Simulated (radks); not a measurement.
Results of a calculation; reference values are marked as such.
The bismuth anion Bi- inside a hard spherical wall (all orbitals vanish at R), configuration held at [Hg] 6p4 and not refilled when levels cross. Code: a radial shooting solver on a logarithmic mesh with Libxc functionals. Model: scalar-relativistic Kohn-Sham, LDA (Slater exchange, Perdew-Wang correlation), spin-polarised, spherical densities, finite nucleus; open shells are filled with parallel spins first (spin-orbit coupling, left out, can overturn this in heavy ions); Fermi nuclear charge, rms radius 5.5211 fm. Eigenvalues in eV for spin up, with the zero of energy where the potential of the charges vanishes at infinity; a dash marks a level that is unbound or too diffuse for the functional's potential to be trusted. A positive occupied level is held by the wall or, in an anion where self-interaction has pushed it up, behind a barrier. The pressure on the wall is -dE/dV.

R (bohr)	E (hartree)	kinetic (hartree)	e(5p)	e(5d)	e(6s)	e(6p)	e(7s, empty)	e(6d, empty)	pressure (GPa)
20	-21512.9175	24375.432	-89.664	-20.955	-8.961	0.423	2.028	2.690	0.000116
15	-21512.9172	24375.433	-89.601	-20.891	-8.899	0.476	2.490	3.674	0.00175
10	-21512.9118	24375.460	-89.170	-20.462	-8.503	0.820	3.884	5.729	0.0882
8	-21512.8940	24375.545	-88.389	-19.691	-7.832	1.445	5.848	7.662	0.654
6	-21512.7940	24375.974	-86.051	-17.408	-5.942	3.488	12.005	12.298	7.31
5	-21512.5920	24376.799	-83.260	-14.727	-3.704	6.288	20.421	17.768	31.5
4	-21511.9150	24379.460	-77.570	-9.382	1.330	13.093	40.384	29.878	180
2.5	-21503.4401	24411.135	-47.347	19.349	40.827	65.618	172.17	107.32	6610
2	-21486.6028	24469.636	-14.789	54.506	104.25	144.31	339.23	205.63	34500
1.5	-21421.5578	24673.137	68.784	154.03	311.57	381.73	791.38	472.40	264000
